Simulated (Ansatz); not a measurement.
Be₅⁺, relaxed as a doublet with UKS PBE/def2-TZVP in Ansatz, starting from the GFN1-xTB geometry. Force threshold 0.02 eV/Å.

The structure comes from a short search, and lower isomers may exist.

Start:

```xyz
5

Be    0.885    0.716   -0.731
Be    0.575    0.484    1.249
Be   -0.587   -0.773   -1.124
Be    0.102   -1.383    0.550
Be   -0.976    0.955    0.057
```

Task: Estimate the energy that the relaxation releases and the steps that it takes.

Result: 54.9 kJ/mol, in 7 steps; 9.5 s on 4 threads of Arm Neoverse V1 on a shared host. No frequencies were taken in this run, so the end may be a saddle point.

Task: Does the start keep its bonding?

Result: Bonds formed: Be1–Be4, Be4–Be5 (atoms count from 1).

Task: Predict the relaxed structure.

Result: 
Cartesian coordinates in Å:
```
Be 0.901 0.431 -0.654
Be 0.694 0.711 1.428
Be -0.695 -0.714 -1.426
Be 0.087 -1.081 0.497
Be -0.987 0.653 0.155
```
Bond lengths (bridged metal pairs left out): 9 × Be–Be 2.07 to 2.11 Å.
